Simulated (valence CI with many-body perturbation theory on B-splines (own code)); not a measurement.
**Energy levels of Nb9+**

Level of theory: configuration interaction combined with many-body perturbation theory (CI+MBPT): four valence electrons over a frozen Dirac-Fock core [Ar] 3d10, a basis of 11 s, 11 p, 9 d, 7 f, 5 g, 2 h, 1 i functions for each j, with the one-electron correlation potential Σ1, the two-electron term Σ2, the three-electron term Σ3, Breit, model QED; selected CI, second order for the rest, scaled by the run's own slope (own B-spline code, finite nucleus).

No measured spectrum was set against this ion. As an estimate, levels hold to about 250 cm⁻¹ or 0.2 % of their energy and the worst to 1 %, as in measured heavy ions of charge 2 to 7; those with d or f electrons hold less well. Among the levels kept, up to 280 cm⁻¹ of a level comes from second order outside the variational space, and about a tenth of that is noise between levels of different J, which matters for small intervals.

Levels 1 to 45 of 76, with energies above the lowest level, 4s²4p² ³P_0. "Leading %" is the weight of the configuration and term that name the level; weights of strongly mixed levels are sums over their largest components and can fall short. Lifetimes count E1, E2, E3, M1 and M2 decay at the calculated energies, and are blank where another channel may lead or the interval is too uncertain; long ones can be off by a factor of two.

| No. | Configuration | Term | J | E (eV) | Leading % | Lifetime | g |
| --- | --- | --- | --- | --- | --- | --- | --- |
| 1 | 4s²4p² | ³P | 0 | 0.000 | 89 |  |  |
| 2 | 4s²4p² | ³P | 1 | 1.766 | 98 | 21.0 ms | 1.501 |
| 3 | 4s²4p² | ³P | 2 | 2.831 | 71 | 157 ms | 1.363 |
| 4 | 4s²4p² | ¹D | 2 | 5.803 | 71 | 4.16 ms | 1.137 |
| 5 | 4s²4p² | ¹S | 0 | 9.345 | 88 | 898 μs |  |
| 6 | 4s4p³ | ⁵S° | 2 | 22.539 | 95 | 14.4 ns | 1.979 |
| 7 | 4s4p³ | ³D° | 1 | 28.354 | 81 | 357 ps | 0.610 |
| 8 | 4s4p³ | ³D° | 2 | 28.432 | 78 | 460 ps | 1.221 |
| 9 | 4s4p³ | ³D° | 3 | 29.122 | 92 | 565 ps | 1.333 |
| 10 | 4s4p³ | ³P° | 0 | 32.134 | 93 | 198 ps |  |
| 11 | 4s4p³ | ³P° | 1 | 32.375 | 82 | 184 ps | 1.411 |
| 12 | 4s4p³ | ³P° | 2 | 32.668 | 66 | 202 ps | 1.406 |
| 13 | 4s4p³ | ¹D° | 2 | 36.174 | 65 | 103 ps | 1.060 |
| 14 | 4s4p³ | ³S° | 1 | 38.237 | 66 | 20.8 ps | 1.688 |
| 15 | 4s4p³ | ¹P° | 1 | 41.440 | 62 | 25.5 ps | 1.290 |
| 16 | 4s²4p4d | ³F° | 2 | 43.352 | 93 | 347 ps | 0.682 |
| 17 | 4s²4p4d | ³F° | 3 | 44.462 | 94 | 437 ps | 1.087 |
| 18 | 4s²4p4d | ³F° | 4 | 46.166 | 97 |  | 1.250 |
| 19 | 4s²4p4d | ³P° | 2 | 47.256 | 38 | 17.0 ps | 1.218 |
| 20 | 4s²4p4d | ³D° | 1 | 48.335 | 49 | 12.2 ps | 0.934 |
| 21 | 4s²4p4d | ¹D° | 2 | 49.202 | 36 | 15.1 ps | 1.165 |
| 22 | 4s²4p4d | ³P° | 0 | 49.821 | 92 | 16.7 ps |  |
| 23 | 4s²4p4d | ³P° | 1 | 50.215 | 53 | 13.2 ps | 1.081 |
| 24 | 4s²4p4d | ³D° | 3 | 50.457 | 85 | 11.0 ps | 1.315 |
| 25 | 4s²4p4d | ³D° | 2 | 50.579 | 59 | 12.3 ps | 1.269 |
| 26 | 4s²4p4d | ¹F° | 3 | 54.140 | 92 | 9.39 ps | 1.014 |
| 27 | 4s²4p4d | ¹P° | 1 | 54.962 | 85 | 14.0 ps | 0.984 |
| 28 | 4p⁴ | ³P | 2 | 58.328 | 61 | 86.4 ps | 1.400 |
| 29 | 4p⁴ | ³P | 0 | 60.556 | 65 | 72.9 ps |  |
| 30 | 4p⁴ | ³P | 1 | 60.633 | 74 | 75.8 ps | 1.499 |
| 31 | 4p⁴ | ¹D | 2 | 61.446 | 60 | 123 ps | 1.099 |
| 32 | 4s4p²4d | ⁵F | 1 | 64.020 | 93 | 2.38 ns | 0.067 |
| 33 | 4s4p²4d | ⁵F | 2 | 64.357 | 87 | 1.87 ns | 1.051 |
| 34 | 4s4p²4d | ⁵F | 3 | 64.928 | 83 | 1.61 ns | 1.288 |
| 35 | 4s4p²4d | ⁵F | 4 | 65.799 | 86 | 14.9 ns | 1.365 |
| 36 | 4s4p²4d | ⁵D | 0 | 66.255 | 95 | 1.20 ns |  |
| 37 | 4s4p²4d | ⁵D | 1 | 66.384 | 92 | 654 ps | 1.449 |
| 38 | 4s4p²4d | ⁵D | 2 | 66.544 | 81 | 373 ps | 1.429 |
| 39 | 4s4p²4d | ⁵D | 3 | 66.781 | 70 | 290 ps | 1.427 |
| 40 | 4s4p²4d | ⁵F | 5 | 66.847 | 95 | 19.8 ns | 1.393 |
| 41 | 4s4p²4d | ⁵D | 4 | 67.282 | 72 | 7.21 ns | 1.441 |
| 42 | 4p⁴ | ¹S | 0 | 67.517 | 63 | 89.7 ps |  |
| 43 | 4s4p²4d | ³F | 2 | 68.365 | 90 | 464 ps | 0.698 |
| 44 | 4s4p²4d | ³F | 3 | 69.152 | 82 | 301 ps | 1.126 |
| 45 | 4s4p²4d | ³F | 4 | 70.388 | 75 | 1.08 ns | 1.282 |

Names give the largest LS component (configuration and term), which can be under half, so a name can repeat, a term be missing and a line seem to break the LS rules; names also repeat where a configuration has a term twice.

The ionisation energy to 4s²4p ²P°1/2 of the next ion comes out as 180.4 eV (NIST: 180 ± 2.2 eV (theoretical)). All 76 levels together are meant to be complete up to 79.415 eV.
